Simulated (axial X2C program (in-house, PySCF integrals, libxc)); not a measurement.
## LiAu⁻: cheaper levels and CCSD(T), 2c

All values were computed with an in-house relativistic program for diatomic molecules. Two-component (2c) means X2C with spin–orbit coupling and atomic mean-field two-electron Coulomb and Gaunt terms. Basis: Au dyall-acv3z [14s15p10d6f4g], Li dyall-av3z [9s9p3d] (cores contracted in-house); Gaussian nuclei, density fitting, unrestricted open shells. Masses: Au 196.967 u, Li 7.016 u.

State: Ω = 1/2 (⟨Sz⟩ = 0.50, ⟨Lz⟩ = 0.00 at HF); fragments Au- + Li.

```tsv
level	Re (Å)	ωe (cm⁻¹)	De (eV)
PBE0	2.424	343.6	1.36
HF	2.547	289.3	1.07
MP2	2.389	388.4	1.43
CCSD	2.447	343.3	1.34
BHandHLYP	2.432	338.4	1.28
```

Correlated methods: 13 electrons correlated (number of frozen shells: Au 5 s, 4 p, 2 d, 1 f; Li 1 s), 297 virtual spin orbitals or spinors in MP2, 90 natural virtuals in coupled cluster.

CCSD(T), same Hamiltonian and basis:

Re = 2.443 Å, ωe = 347.7 cm⁻¹, De = 1.36 eV; T1 = 0.029 (Lee–Taylor normalisation).

Problem. Give the differences from CCSD(T) in the columns below.

Solution. 

| level | ΔRe (Å) | Δωe (cm⁻¹) | ΔDe (eV) |
| --- | --- | --- | --- |
| PBE0 | -0.019 | -4 | 0.00 |
| HF | 0.104 | -58 | -0.29 |
| MP2 | -0.054 | 41 | 0.07 |
| CCSD | 0.004 | -4 | -0.02 |
| BHandHLYP | -0.011 | -9 | -0.08 |

Occupations by symmetry block were frozen at the best pattern of an incomplete PBE0 search. De is counted from the lowest determinant-based energies of the atoms at the same level, without counterpoise correction. Density functionals use the spin component along the axis (collinear). Coupled cluster ran in a truncated set of natural virtual spinors; the MP2 energy of the rest was added. (T) has no such correction and the atoms are truncated less, which lowers De at CCSD(T) by a hundredth of an eV or more. The highest occupied level of some functionals is positive through self-interaction error; at Hartree–Fock it is bound. Hartree–Fock gets electron affinities wrong, so its lowest charge split need not be the true one.
